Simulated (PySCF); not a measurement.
Ligand exchange on a metal centre used in film growth or etching (Sc F-OH). Isolated molecules, 0 K electronic values unless said otherwise. One relaxed conformer stands for each flexible species; it need not be the lowest.

Computed with PySCF 2.14.0 with B3LYP-D3(BJ)/def2-TZVP // BP86-D3(BJ)/def2-SVP. All candidates: neutral, multiplicity 1. B3LYP has the VWN-RPA correlation part, as in Gaussian. 

The LUMO comes out as -3.03 eV and the HOMO is -10.92 eV. The HOMO–LUMO gap comes out as 7.89 eV.

Problem. Name which member has these values.
A) [Sc(F)3]
B) [Sc(F)(OH)2]
C) [Sc(F)2(OH)]

Solution. A, [Sc(F)3]. The others give [Sc(F)2(OH)]: -2.54 eV, -8.99 eV, 6.45 eV; [Sc(F)(OH)2]: -2.10 eV, -8.50 eV, 6.41 eV
